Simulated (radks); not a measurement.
Question: Spherical quantum dot in the effective-mass picture: electrons in a parabolic well V = omega^2 r^2 / 2 with omega = 0.0833, all in effective atomic units (hartree* = m*/eps^2 hartree, bohr* = eps/m* bohr), one dielectric constant everywhere. Method: non-relativistic Kohn-Sham, LDA (Slater exchange, Perdew-Wang correlation), spin-polarised, spherical densities; computed with a radial shooting solver with Libxc functionals. Levels are named by radial order and angular momentum (1s, 1p, 1d, 2s, ...), and open shells are averaged over m. At N = 17 the configuration is 1s2 1p6 1d(up 5, down 4). Does electron 18 go into 2s down or 1d down or 2s up?

Answer: Into 1d down. The total energies of the other choices lie higher by 0.00949 hartree* (2s up), 0.0104 hartree* (2s down).
